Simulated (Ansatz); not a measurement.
C₆H₁₂BO₂ (SMILES CC1(C)O[B]OC1(C)C), doublet, at a GFN2-xTB geometry. Base run: CAM-B3LYP/STO-3G run with Ansatz (a quantum-chemistry and plane-wave program).

Geometry (Å):
```xyz
21

C      1.4871     1.2054    -0.6162
C      0.7747    -0.0743    -0.1708
C      1.2782    -1.2473    -1.0052
O      1.1464    -0.2941     1.2102
B      0.0939     0.0182     1.9981
O     -1.0281     0.3171     1.3068
C     -0.7873     0.0719    -0.0987
C     -1.5373    -1.2151    -0.4519
C     -1.3680     1.2299    -0.9034
H      2.5586     1.0660    -0.4920
H      1.1846     2.0452     0.0041
H      1.2784     1.4261    -1.6592
H      0.9237    -2.1941    -0.6105
H      2.3650    -1.2574    -0.9770
H      0.9543    -1.1407    -2.0374
H     -2.5926    -1.0726    -0.2303
H     -1.4272    -1.4550    -1.5057
H     -1.1773    -2.0437     0.1525
H     -0.9787     2.1834    -0.5610
H     -1.1422     1.1042    -1.9594
H     -2.4473     1.2414    -0.7735
```
Charge 0, spin multiplicity 2.
Orbitals are unrestricted.
All else is at Ansatz's defaults.

Variants of this job, named by their change:

```tsv
change	E (Eh)	<S^2>	core-seconds (rough)
base	-405.75545	0.753	7
functional = pbe	-405.46433	0.754	4
functional = wB97X-V	-405.93458	0.753	20
functional = blyp	-405.73415	0.753	5
functional = hse06	-405.54645	0.755	6
functional = BHLYP	-405.79245	0.753	4
functional = blyp; dispersion = d3bj	-405.77877	0.753	5
functional = pbe0	-405.57000	0.755	6
functional = lc_wpbe	-405.75761	0.755	6
functional = r2scan	-405.81046	0.757	7
functional = B97M-V	-406.04849	0.757	20
functional = blyp; dispersion = d4	-405.78194	0.753	4
functional = wB97X	-405.95246	0.755	20
```

Totals shift with the method and basis; they matter in differences.
